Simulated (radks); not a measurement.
Polarisabilities and homonuclear dispersion coefficients (atomic units). Code: a radial shooting solver on a logarithmic mesh with Libxc functionals. Model: non-relativistic Kohn-Sham, LB94 model potential, spin-unpolarised, spherical densities, point nucleus. Response by self-consistent Sternheimer equations with the Hartree and adiabatic LDA kernel. "Uncoupled" leaves out the induced potential. Quadrupole and octupole values are given only where no p, d or f shell is open. The Sternheimer factor gamma scales a distant field gradient at the nucleus by 1 - gamma.

Sb: configuration [Kr] 4d10 5s2 5p3; alpha1 (bohr^3) 43.01; alpha1, uncoupled 68.51; C6 457.1; recommended alpha1 43 +/- 2
H: configuration 1s1; alpha1 (bohr^3) 6.112; alpha1, uncoupled 6.186; alpha2 (bohr^5) 26.75; alpha3 (bohr^7) 276.6; C6 10.06; C8 248.6; Sternheimer gamma 0.382; recommended alpha1 4.50711 +/- 3e-05
I: configuration [Kr] 4d10 5s2 5p5; alpha1 (bohr^3) 31.76; alpha1, uncoupled 52.43; C6 339.7; recommended alpha1 32.9 +/- 1.3
Ne3+: configuration [He] 2s2 2p3; alpha1 (bohr^3) 0.6323; alpha1, uncoupled 0.8776; C6 0.5742
Ge: configuration [Ar] 3d10 4s2 4p2; alpha1 (bohr^3) 36.76; alpha1, uncoupled 53.33; C6 296.5; recommended alpha1 40 +/- 1
Li+: configuration [He]; alpha1 (bohr^3) 0.1985; alpha1, uncoupled 0.2124; alpha2 (bohr^5) 0.1226; alpha3 (bohr^7) 0.1837; C6 0.08167; C8 0.2795; Sternheimer gamma 0.258
Xe2+: configuration [Kr] 4d10 5s2 5p4; alpha1 (bohr^3) 13.02; alpha1, uncoupled 22.37; C6 93.07

Recommended values: Schwerdtfeger and Nagle, table of static dipole polarisabilities (2023 update), measured or computed.

Beside tabulated values, note that relativity, absent from the non-relativistic runs, is large for the heavy elements, and spin-unpolarised runs miss the spin-polarisation part of the exchange energy of open shells.
